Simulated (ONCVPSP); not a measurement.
# Cutoff test, sulfur, ONCV

- Element: S
- Generator: ONCVPSP 4.0.1
- Type: optimised norm-conserving Vanderbilt (ONCV)
- Functional: PBEsol
- Relativity: scalar-relativistic
- Frozen core: [He]
- Valence charge: 14
- Reference configuration: 2s2 2p6 3s2 3p2 (charge +2)
- Partial waves: 2s+3s: rc 0.95 bohr, ncon 5, nbas 9, qcut 15.4 1/bohr, 2 projectors; 2p+3p: rc 0.75 bohr, ncon 4, nbas 8, qcut 14.8 1/bohr, 3 projectors, debl 2.6 Ha; d scattering state at 0.45 Ha: rc 0.75 bohr, ncon 4, nbas 6, qcut 12 1/bohr, local
- Local potential: the d channel
- Core correction: Teter function, fcfact 5, rcfact 1.7

Question: For each optimised wave give the share of its norm inside rc, the residual kinetic energy above qcut (Ha) and the cutoffs (Ha) for errors of 10, 1, 0.1 and 0.01 mHa per electron.

Answer:

```json
{"wave": "2s", "norm inside rc": "0.973", "residual KE": "1.5e-07", "10 mHa": "32.8", "1 mHa": "42.0", "0.1 mHa": "78.4", "0.01 mHa": "95.1"}
{"wave": "3s", "norm inside rc": "0.108", "residual KE": "2.0e-07", "10 mHa": "27.3", "1 mHa": "38.2", "0.1 mHa": "80.6", "0.01 mHa": "98.6"}
{"wave": "2p", "norm inside rc": "0.910", "residual KE": "1.8e-03", "10 mHa": "95.8", "1 mHa": "144.7", "0.1 mHa": "356.8", "0.01 mHa": "489.1"}
{"wave": "3p", "norm inside rc": "0.046", "residual KE": "8.3e-04", "10 mHa": "86.5", "1 mHa": "108.2", "0.1 mHa": "232.7", "0.01 mHa": "433.8"}
{"wave": "p projector 3", "norm inside rc": "0.017", "residual KE": "5.0e-04", "10 mHa": "79.2", "1 mHa": "103.5", "0.1 mHa": "148.0", "0.01 mHa": "388.6"}
{"wave": "d projector 1", "norm inside rc": "0.025", "residual KE": "3.9e-04", "10 mHa": "33.5", "1 mHa": "60.6", "0.1 mHa": "137.5", "0.01 mHa": "193.8"}
```

The occupied waves need 145 Ha and 357 Ha for 1 and 0.1 mHa. Its largest configuration-test error is -634 meV.
